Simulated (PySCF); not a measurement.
C2H5FSi, SMILES C=C[SiH2]F (PBE/def2-SVP optimised geometry):

```
9

C      1.027    -0.932    -1.025
C      0.308    -0.428     0.000
Si    -1.559    -0.428     0.000
F     -2.131     1.114     0.000
H      2.131    -0.950    -1.018
H      0.541    -1.353    -1.923
H      0.850    -0.016     0.872
H     -2.108    -1.086     1.234
H     -2.048    -1.114    -1.244
```

Calculation: PBE/def2-TZVP in PySCF.

**Question.** What are the frontier orbital energies and the dipole moment?

**Answer.** HOMO-2 -8.09 eV, HOMO-1 -7.73 eV, HOMO -7.26 eV, LUMO -2.06 eV, LUMO+1 -0.10 eV; dipole moment 1.94 D.

On the same geometry PySCF with PBE0/def2-TZVP gives HOMO-2 -9.55 eV, HOMO-1 -9.13 eV, HOMO -8.39 eV, LUMO -1.06 eV, LUMO+1 0.83 eV; dipole moment 2.05 D.

Meta-Löwdin charges at PBE/def2-TZVP: C1 -0.20, C2 -0.36, Si3 0.88, F4 -0.49, H5 0.13, H6 0.12, H7 0.13, H8 -0.10, H9 -0.10.
